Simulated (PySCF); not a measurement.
**Run times: nitrogen in aug-cc-pV5Z**

Measured wall times of calculations with PySCF 2.14 in aug-cc-pV5Z, with the non-relativistic Hamiltonian (point nucleus), run from one Python driver. Hardware: 1 thread of Neoverse-V2 on a shared host, 1.3 GiB allowed. The two-electron integrals over 127 functions were computed once and kept in memory (1.9 CPU seconds with the set-up); the times below exclude them. Kohn-Sham runs start from converged Hartree-Fock orbitals.

Launch command (the driver calls PySCF for each step listed in the task file):

```bash
OMP_NUM_THREADS=1 python atomrun2.py TASK.json OUT
```

```json
{"species": "N [He] 2s1 2p4", "step": "UHF with spin-orbit constants", "iterations": "7", "wall time (s)": "17"}
{"species": "N [He] 2s1 2p4", "step": "LDA", "iterations": "6", "wall time (s)": "0.72"}
{"species": "N [He] 2s1 2p4", "step": "PBE", "iterations": "6", "wall time (s)": "0.86"}
{"species": "N [He] 2s1 2p4", "step": "PBE0", "iterations": "6", "wall time (s)": "2.5"}
{"species": "N [He] 2s1 2p4", "step": "r2SCAN", "iterations": "7", "wall time (s)": "2.7"}
{"species": "N [He] 2s1 2p4", "step": "TPSS", "iterations": "7", "wall time (s)": "2.7"}
{"species": "N [He] 2s1 2p4", "step": "M06", "iterations": "7", "wall time (s)": "4.5"}
{"species": "N [He] 2s1 2p4", "step": "M06-2X", "iterations": "7", "wall time (s)": "4.5"}
{"species": "N [He] 2s1 2p4", "step": "MP2 (5 electrons)", "iterations": "", "wall time (s)": "1.2"}
{"species": "N [He] 2s1 2p4", "step": "UHF with spin-orbit constants", "iterations": "7", "wall time (s)": "17"}
{"species": "N [He] 2s1 2p4", "step": "LDA", "iterations": "6", "wall time (s)": "0.72"}
{"species": "N [He] 2s1 2p4", "step": "PBE", "iterations": "6", "wall time (s)": "0.84"}
{"species": "N [He] 2s1 2p4", "step": "PBE0", "iterations": "6", "wall time (s)": "2.5"}
{"species": "N [He] 2s1 2p4", "step": "r2SCAN", "iterations": "7", "wall time (s)": "2.7"}
{"species": "N [He] 2s1 2p4", "step": "TPSS", "iterations": "6", "wall time (s)": "2.4"}
{"species": "N [He] 2s1 2p4", "step": "M06", "iterations": "6", "wall time (s)": "4"}
{"species": "N [He] 2s1 2p4", "step": "M06-2X", "iterations": "7", "wall time (s)": "4.5"}
{"species": "N [He] 2s1 2p4", "step": "MP2 (5 electrons)", "iterations": "", "wall time (s)": "1.2"}
```

Peak memory of the process: 0.66 GiB. Times on a shared host vary from run to run.
